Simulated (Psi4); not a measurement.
Method: SAPT0/jun-cc-pVDZ, frozen core run with Psi4.

Psi4 input:

```
molecule {
0 1
Si -0.39764089 0.04103322 -0.00771082
O 1.21072271 0.36800215 -0.20022971
H -0.74484516 -0.17601497 1.41885912
H -1.11396255 1.22363187 -0.52376886
H -0.80501643 -1.16681681 -0.76787987
H 1.85074233 -0.28983546 0.08073014
--
0 1
Si 2.53395814 -3.13206452 0.91511595
O 3.06464692 -1.61631825 0.52564412
H 3.14470299 -3.61795382 2.17752033
H 1.07153212 -3.01786253 1.07710432
H 2.84793582 -4.11286848 -0.15360064
H 4.00342528 -1.48141048 0.37796560
units angstrom
symmetry c1
no_reorient
no_com
}
set basis jun-cc-pvdz
set scf_type df
set freeze_core true
energy('sapt0')
```

Part of the output:

```
    SAPT Results
  --------------------------------------------------------------------------------------------------------
    Electrostatics                -15.15928434 [mEh]      -9.51259454 [kcal/mol]     -39.80069555 [kJ/mol]
      Elst10,r                    -15.15928434 [mEh]      -9.51259454 [kcal/mol]     -39.80069555 [kJ/mol]

    Exchange                       15.04902746 [mEh]       9.44340730 [kcal/mol]      39.51121616 [kJ/mol]
      Exch10                       15.04902746 [mEh]       9.44340730 [kcal/mol]      39.51121616 [kJ/mol]
      Exch10(S^2)                  14.92356049 [mEh]       9.36467559 [kcal/mol]      39.18180266 [kJ/mol]

    Induction                      -4.89007448 [mEh]      -3.06856806 [kcal/mol]     -12.83888878 [kJ/mol]
      Ind20,r                      -6.31368894 [mEh]      -3.96189963 [kcal/mol]     -16.57658804 [kJ/mol]
      Exch-Ind20,r                  3.45097186 [mEh]       2.16551754 [kcal/mol]       9.06052537 [kJ/mol]
      delta HF,r (2)               -2.02735740 [mEh]      -1.27218597 [kcal/mol]      -5.32282612 [kJ/mol]

    Dispersion                     -3.88502402 [mEh]      -2.43788938 [kcal/mol]     -10.20012916 [kJ/mol]
      Disp20                       -4.67975291 [mEh]      -2.93658928 [kcal/mol]     -12.28668957 [kJ/mol]
      Exch-Disp20                   0.79472889 [mEh]       0.49869991 [kcal/mol]       2.08656041 [kJ/mol]
      Disp20 (SS)                  -2.33987645 [mEh]      -1.46829464 [kcal/mol]      -6.14334478 [kJ/mol]
      Disp20 (OS)                  -2.33987645 [mEh]      -1.46829464 [kcal/mol]      -6.14334478 [kJ/mol]
      Exch-Disp20 (SS)              0.45355528 [mEh]       0.28461023 [kcal/mol]       1.19080921 [kJ/mol]
      Exch-Disp20 (OS)              0.34117361 [mEh]       0.21408967 [kcal/mol]       0.89575120 [kJ/mol]

  Total HF                         -5.00033136 [mEh]      -3.13775530 [kcal/mol]     -13.12836816 [kJ/mol]
  Total SAPT0                      -8.88535537 [mEh]      -5.57564468 [kcal/mol]     -23.32849732 [kJ/mol]
```
